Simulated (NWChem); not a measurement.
System: H$_{4}$BO$_{3}$ cation; SMILES B(O)([OH2+])O

```xyz
8

O      1.3958     0.0257     0.0350
B      0.0865     0.1730    -0.0109
O     -0.6707     1.2465    -0.0240
O     -0.5340    -1.1984    -0.0549
H      1.9373     0.8234     0.1062
H     -1.6310     1.2787     0.0181
H      0.0729    -1.9630    -0.0882
H     -1.4468    -1.4156    -0.3089
```
Atoms are numbered in this order, from 1.

All runs: NWChem. STO-3G and 3-21G are far too small for this property and stand as cheap habits. All runs use the structure optimised with PBE0/def2-SVP. GIAO values for the isolated, static molecule; σ is the absolute isotropic shielding, δ = σ(reference) − σ with the isolated reference molecule computed at the same levels (11B: boron trifluoride, 1H: tetramethylsilane, 17O: water).

For level Hartree-Fock/STO-3G:

| Item | Value |
|---|---|
| δ O1 (ppm) | 9.3 |
| δ O3 (ppm) | 4.7 |
| δ H5 (ppm) | 5.27 |
| δ H6 (ppm) | 4.55 |
| δ H7 (ppm) | 7.07 |
| δ H8 (ppm) | 6.30 |

Task: How do the values read with level PBE0/pcSseg-1 instead?

Result: The δ O1 (ppm) is 91.7 and the δ O3 (ppm) comes out as 83.3. The δ H5 (ppm) is 5.62 and the δ H6 (ppm) is 5.01. The δ H7 (ppm) comes out as 6.86. The δ H8 (ppm) comes out as 6.16.
